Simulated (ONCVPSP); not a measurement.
# Ag: ONCV pseudisation with PBE, scalar-relativistic reference atom.

Ag, optimised norm-conserving Vanderbilt (ONCV), made with ONCVPSP 4.0.1 (PBE, scalar-relativistic). Core [Ar] 3d10, reference 4s2 4p6 4d10 5s1. Waves: 4s+5s: rc 1.70 bohr, ncon 4, nbas 8, qcut 9.3 1/bohr, 2 projectors; 4p: rc 1.05 bohr, ncon 4, nbas 9, qcut 7.6 1/bohr, 1 projector; 4d: rc 1.05 bohr, ncon 3, nbas 8, qcut 9.2 1/bohr, local. Local part: the d channel. Core correction: none.

All-electron outer shells of the reference configuration (PBE, scalar-relativistic, ld1.x):

| shell | level (eV) | outermost node (bohr) | outermost maximum (bohr) |
| --- | --- | --- | --- |
| 3d | -358.48 | – | 0.27 |
| 4s | -95.05 | 0.44 | 0.82 |
| 4p | -58.57 | 0.44 | 0.87 |
| 4d | -7.44 | 0.43 | 1.04 |
| 5s | -4.40 | 1.11 | 2.49 |

(1) Estimate the cutoffs (Ha) at which the residual kinetic energy of the hardest occupied pseudo-wave falls to 1 and 0.1 mHa per electron.

(2) What does a ghost test show?

(3) Which valence shell sets the plane-wave cutoff?

(4) Tests: 4s2 4p6 4d10 5s0; 4s2 4p6 4d9 5s0; 4s2 4p6 4d8 5s0; 4s1 4p6 4d10 5s1. Which has the largest error in its energy relative to the reference configuration, and how large is it?

Results:

(1) 145 Ha and 244 Ha.

(2) No bound ghost flagged; no localised positive-energy state flagged.

(3) 4p: 145 Ha for 1 mHa per electron, against 34 Ha for 4d.

(4) 4s1 4p6 4d10 5s1, with -209 meV (all-electron minus pseudo) on +102.05 eV.
